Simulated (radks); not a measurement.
Question: Pt+, configuration [Xe] 4f14 5d8 5f1 (not the ground configuration). Method: Dirac Kohn-Sham, PBEsol, spin-unpolarised, spherical densities, point nucleus; open shells fill j = l - 1/2 first; computed with a radial shooting solver on a logarithmic mesh with Libxc functionals.

Spin-orbit splittings of the eigenvalues, e(l+1/2) - e(l-1/2), with zeta = 2 splitting/(2l+1) and mean radii in bohr:

shell  occ.  splitting (eV)  zeta (eV)  <r> j=l-1/2  <r> j=l+1/2
2p        6            1728       1152      0.05907      0.06750
3p        6           379.9      253.3       0.1768       0.1923
3d       10           81.89      32.76       0.1676       0.1724
4p        6           90.57      60.38       0.4180       0.4519
4d       10           16.84      6.736       0.4618       0.4731
4f       14           3.455     0.9872       0.5125       0.5199
5p        6           15.07      10.04        1.032        1.130
5d        8               ?          ?        1.528        1.583
5f        1       0.0004949  0.0001414        8.578        8.581

Estimate the 5d splitting.

Answer: 1.504 eV (zeta = 0.6014 eV).
